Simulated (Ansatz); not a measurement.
# Ligand exchange: C3H6 + GaH(NH2)2 → C3H7N + GaH2(NH2)

Gas-phase species: C3H6 (cyclopropane) `C1CC1`, singlet; GaH(NH2)2, singlet; C3H7N (cyclopropylamine) `NC1CC1`, singlet; GaH2(NH2), singlet. The partners trade H for NH2: C–H and Ga–NH2 bonds give way to C–NH2 and Ga–H.

Shapes, held fixed at every level: PBE0-D4/def2-TZVP. Flexible molecules stand in one conformer, not always the lowest. Programs: Ansatz 0.2.0. The zero-point and thermal change to 298 K, harmonic and unscaled (PBE0-D4/def2-TZVP), is -4.4 kJ/mol.

```json
{"level": "HF/def2-SVP", "kind": "Hartree–Fock", "ΔH(298 K) (kJ/mol)": "+84.3", "less CCSD(T)/def2-TZVPP": "-11.7"}
{"level": "BHLYP-D4/def2-TZVPP", "kind": "global hybrid", "ΔH(298 K) (kJ/mol)": "+94.7", "less CCSD(T)/def2-TZVPP": "-1.3"}
{"level": "MP2/def2-SVP", "kind": "perturbation theory", "ΔH(298 K) (kJ/mol)": "+86.3", "less CCSD(T)/def2-TZVPP": "-9.7"}
{"level": "MP2/def2-TZVPP", "kind": "perturbation theory", "ΔH(298 K) (kJ/mol)": "+102.0", "less CCSD(T)/def2-TZVPP": "+6.0"}
{"level": "CCSD/def2-SVP", "kind": "coupled cluster or CI", "ΔH(298 K) (kJ/mol)": "+80.9", "less CCSD(T)/def2-TZVPP": "-15.1"}
{"level": "CCSD/def2-TZVPP", "kind": "coupled cluster or CI", "ΔH(298 K) (kJ/mol)": "+96.8", "less CCSD(T)/def2-TZVPP": "+0.8"}
{"level": "CCSD(T)/def2-TZVPP", "kind": "coupled cluster or CI", "ΔH(298 K) (kJ/mol)": "+96.0", "less CCSD(T)/def2-TZVPP": "0.0"}
```

The highest level, CCSD(T)/def2-TZVPP, gives ΔH(298 K) = +96.0 kJ/mol; the levels span +80.9 to +102.0. The column of differences is taken from that level and isn't an error. No measured value is set beside it here. Relativity is left out for Ga. Outer-core shells of Ga are correlated, in sets that cover them unevenly.
